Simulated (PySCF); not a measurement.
# Radial density of Nd (neodymium, neutral)

UHF, [Xe] 4f3 5d1 6s2, one real determinant (an excited configuration). Computed with PySCF 2.14 in x2c-TZVPPall (11s7p7d4f2g, 113 functions), with the spin-free X2C one-electron Hamiltonian (Gaussian nucleus).

```json
{"r (bohr)": "0.0271", "4πr²ρ (e/bohr)": "70.48", "4πr²(ρα − ρβ)": "0.0010"}
{"r (bohr)": "0.0457", "4πr²ρ (e/bohr)": "81.55", "4πr²(ρα − ρβ)": "0.0024"}
{"r (bohr)": "0.0768", "4πr²ρ (e/bohr)": "104.1", "4πr²(ρα − ρβ)": "0.0057"}
{"r (bohr)": "0.129", "4πr²ρ (e/bohr)": "77.11", "4πr²(ρα − ρβ)": "0.0435"}
{"r (bohr)": "0.217", "4πr²ρ (e/bohr)": "90.28", "4πr²(ρα − ρβ)": "0.3445"}
{"r (bohr)": "0.365", "4πr²ρ (e/bohr)": "37.18", "4πr²(ρα − ρβ)": "1.6864"}
{"r (bohr)": "0.615", "4πr²ρ (e/bohr)": "39.87", "4πr²(ρα − ρβ)": "3.2537"}
{"r (bohr)": "1.03", "4πr²ρ (e/bohr)": "13.45", "4πr²(ρα − ρβ)": "2.2160"}
{"r (bohr)": "1.74", "4πr²ρ (e/bohr)": "6.443", "4πr²(ρα − ρβ)": "0.8583"}
{"r (bohr)": "2.93", "4πr²ρ (e/bohr)": "1.306", "4πr²(ρα − ρβ)": "0.3391"}
{"r (bohr)": "4.92", "4πr²ρ (e/bohr)": "0.4922", "4πr²(ρα − ρβ)": "0.0598"}
{"r (bohr)": "8.28", "4πr²ρ (e/bohr)": "0.04915", "4πr²(ρα − ρβ)": "-0.0077"}
{"r (bohr)": "13.9", "4πr²ρ (e/bohr)": "0.0002954", "4πr²(ρα − ρβ)": "-0.0001"}
```

Densities and radii are taken from the X2C orbitals without a picture-change correction, which distorts them close to the nucleus.

⟨L²⟩ = 40.16 against 72 for a pure L term, so this real determinant mixes terms. Spin-orbit coupling, absent here, splits the open shell strongly.

Where is the radial spin density 4πr²(ρα − ρβ) most negative, and why is it negative at all?

Around r = 8.28 bohr, down to -0.0077 e/bohr: exchange with the open shell polarises the paired shells in an unrestricted calculation.
